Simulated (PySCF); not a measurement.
**Excitation energy of Xe²⁺ by level of theory**

Xe²⁺ [Kr] 4d10 5s2 5p4 (3P) → Xe²⁺ [Kr] 4d10 5s1 5p5 (3P), as a difference of total energies. Calculation: PySCF 2.14, in aug-cc-pwCVTZ-DK3 with one added diffuse shell each of s, p, d, f type (11s10p8d5f1g, 125 functions); scalar relativity by spin-free X2C-1e. Correlated levels: valence: [Kr] 4d10 frozen; valence and next inner shell: [Ar] 3d10 frozen. The calculations carry no spin-orbit coupling.

| method | excitation energy (cm⁻¹) |
| --- | --- |
| UHF | 112960 |
| LDA | 102650 |
| PBE | 102060 |
| PBE0 | 104950 |
| r2SCAN | 103280 |
| wB97M-V | 105610 |
| BHandHLYP | 107970 |
| wB97X | 106300 |
| MP2 (valence) | 104750 |
| SCS-MP2 (valence) | 103650 |
| MP2 (valence and next inner shell) | 103250 |
| SCS-MP2 (valence and next inner shell) | 102320 |

A first-order spin-orbit estimate (lowest level to lowest level, LS coupling) adds -0.021 eV.
